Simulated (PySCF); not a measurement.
C₄H₇F, SMILES C/C=C(\C)F. Coordinates come from a PBE-D3(BJ)/def2-SVP optimisation.

Task: Give the equilibrium geometry at PBE-D3(BJ)/def2-SVP (PySCF confirms it by a frequency run) as Cartesian coordinates in Å, and its point group. (Estimate from the structure and the level; the computed values follow.)

Result: point group Cs.
```xyz
12

C     -0.1105    -2.0671     0.0000
C      0.6346    -0.7676     0.0000
C      0.1014     0.4687     0.0000
C     -1.3279     0.8971     0.0000
F      0.9436     1.5377     0.0000
H      0.1501    -2.6815    -0.8890
H     -1.2096    -1.9322     0.0000
H      0.1501    -2.6815     0.8890
H      1.7370    -0.8096     0.0000
H     -1.5435     1.5227    -0.8918
H     -1.5435     1.5227     0.8918
H     -2.0177     0.0342     0.0000
```
Charge 0, spin multiplicity 1.
